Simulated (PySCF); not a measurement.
# Spectroscopy problems

A single conformation, non-relativistic, rapidly exchanging positions averaged, no solvent. GFN2-xTB structure; shielding tensors at PBE0/pcSseg-1 (GIAO); PySCF 2.14.

References, each an isolated molecule treated in the same way: ¹H (σ = 31.72 ppm) and ¹³C (σ = 186.93 ppm) against TMS. Where no couplings were computed, multiplicities follow the n + 1 count of equivalent neighbours, and m marks all less simple cases (inequivalent or close neighbours, rings, F or P nearby). Shifts are as computed. Against solution values, carbons near 30 ppm lie about +3 ppm off and those near 130 ppm about +5 ppm. Of 1211 compounds with measured shifts, 218 miss one by over three times the rms of a fit or turn the order of signals round; such compounds aren't used in these exercises.

(1) C₆H₁₀OSi₂. ¹H NMR (400 MHz, computed): δ 7.84 (m, 1H), 7.54 (m, 1H), 7.44 (m, 1H), 7.20 (m, 1H), 6.80 (m, 1H), 5.09 (d, 2H), 4.20 (d, 3H). ¹³C{¹H} NMR (computed): δ 158.2 (CH), 155.7 (C), 153.4 (CH), 153.0 (CH), 128.6 (CH), 117.3 (CH). What is it?

(2) C₅H₁₃NSi₃. ¹H NMR (400 MHz, computed): δ 7.07 (d, 1H), 6.35 (m, 1H), 5.83 (d, 1H), 5.24 (m, 1H), 4.84 (s, 6H), 2.18 (s, 3H). ¹³C{¹H} NMR (computed): δ 166.3, 158.1, 137.5, 127.2, 24.9. What is it?

(3) C₄H₈O₄Si. ¹H NMR (400 MHz, computed): δ 4.95 (s, 3H), 4.58 (q, 2H), 1.37 (t, 3H). ¹³C{¹H} NMR (computed): δ 164.0 (C), 163.1 (C), 65.3 (CH2), 16.0 (CH3). Identify the compound.

Results:

(1) SMILES [SiH3]/C=C\[SiH2]c1ccco1. The formula gives 4 degrees of unsaturation (1 ring in the answer). 6 carbon signals for 6 carbons: no two carbons are equivalent. Carbon types of the structure: 1 × C, 5 × CH, leaving 5 H on heteroatoms. δC 158.2, 153.4: alkene CH; as expected for a trigonal carbon in a double bond. δC 155.7: substituted aromatic carbon next to the ring oxygen. δC 153.0: aromatic CH next to the ring oxygen. δC 128.6, 117.3: aromatic CH.

The data come from this structure; uniqueness wasn't tested.

(2) SMILES CC1=C[Si@H](N([SiH3])[SiH3])C=C1. Rings plus π bonds: 3 (1 ring in the answer). 5 carbon signals for 5 carbons: no two carbons are equivalent. Carbon types of the structure: 1 × C, 3 × CH, 1 × CH3, leaving 7 H on heteroatoms. δC 166.3: fully substituted alkene carbon. δC 158.1, 137.5, 127.2: alkene CH; the olefinic region. δH 7.07, 6.35, 5.83: hydrogen on an alkene CH; attached to an sp2 carbon and in the plane of the double bond. δH 2.18: hydrogen on an allylic methyl carbon; allylic position.

This is the structure that produced the data.

(3) `CCOC(=O)C(=O)O[SiH3]`. Rings plus π bonds: 2 (no ring in the answer). 4 carbon signals for 4 carbons: no two carbons are equivalent. Carbon types of the structure: 2 × C, 1 × CH2, 1 × CH3, leaving 3 H on heteroatoms. δC 164.0: ester carbonyl carbon; it is a carbonyl in resonance with an O or N lone pair, the region of acids, esters and amides. δC 163.1: carbonyl carbon. δC 65.3: sp3 CH2 bonded to O; deshielded by the electronegative neighbour. δC 16.0: methyl carbon; saturated and bonded to C and H only.

The shifts were computed for this structure.
